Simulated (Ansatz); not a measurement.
B2H4Cl2⁺, that is diborane 1,2-di Cl with one electron fewer. Total charge 1; doublet. Geometry PBE0-D4/def2-SVP, that of the neutral singlet; atoms count from 1.

Cartesian coordinates in Å:
```
B 0.885 0.100 -0.032
Cl 1.686 1.300 0.993
H 1.523 -0.591 -0.779
H -0.103 0.681 -0.717
B -0.885 -0.100 0.032
Cl -1.686 -1.300 -0.993
H -1.523 0.591 0.779
H 0.103 -0.681 0.717
```

(1) Estimate the Mulliken populations from the PBE0/def2-TZVP orbitals of Ansatz.

(2) Where does the spin sit?

(3) And the Mayer bond orders between heavy atoms (over 0.3)?

Answers

(1) 
```
atom  charge (e)  spin (α − β)
  B1       -0.13          0.01
 Cl2        0.22          0.39
  H3        0.17          0.09
  H4        0.23          0.01
  B5       -0.13          0.01
 Cl6        0.22          0.39
  H7        0.17          0.09
  H8        0.23          0.01
```
Mulliken values depend strongly on the basis.

(2) Summed by element: B 0.02, Cl 0.78, H 0.20, of 1 unpaired in all. Largest on single atoms: Cl2 0.39, Cl6 0.39, H3 0.09.

(3) B1–Cl2 1.23 (1.77 Å); B1–B5 0.66 (1.78 Å); B5–Cl6 1.23 (1.77 Å).
